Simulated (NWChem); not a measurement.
Species: ZnH cation; SMILES [ZnH+]

```xyz
2

Zn     0.0000     0.0000     0.0628
H      0.0000     0.0000    -1.4713
```
Atoms are numbered in this order, from 1.

Geometry: optimised at PBE0/def2-SVP.

Question: List the 4 lowest vertical singlet excitations from PBE/def2-SVPD, full TDDFT (NWChem).

Answer: 
```csv
state,energy (eV),oscillator strength,leading excitation (squared amplitude)
S1,6.07,0.249,HOMO → LUMO (0.96)
S2,8.58,0.091,HOMO−4 → LUMO (0.65)
S3,8.58,0.091,HOMO−3 → LUMO (0.65)
S4,8.59,0.000,HOMO−1 → LUMO (1.00)
```
